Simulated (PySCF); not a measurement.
Computed shifts of a molecule C₇H₅NO₂S, PBE0/pcSseg-1 (PySCF), GIAO, gas phase, atoms alike by connectivity averaged where their shifts nearly agree, in ppm (number of nuclei): ¹³C: 168.6 (2), 144.0 (2), 136.6 (2), 27.4 (1). ¹⁵N: 203.1 (1). ¹H: 7.93 (2), 3.45 (3). References: ¹³C against TMS (σ = 186.3 ppm); ¹⁵N against NH3 (σ = 267.4 ppm); ¹⁷O against H2O (σ = 334.2 ppm); ³³S against H2S (σ = 716.7 ppm); ¹H against TMS (σ = 31.56 ppm), references at their B3LYP-D3(BJ)/def2-TZVP geometries, non-relativistic. The structure is a stationary point at TPSSh-D3(BJ)/def2-SVP. A frequency run showed that this geometry is not a minimum. Other conformers were not sampled.

**Question.** Which molecule gave these data?
A. COC(=O)c1ccc(C#N)s1
B. C#Cc1ncsc1C(=O)OC
C. CN1C(=O)c2cscc2C1=O
D. C#Cc1ncc(C(=O)OC)s1

**Answer.** C, CN1C(=O)c2cscc2C1=O
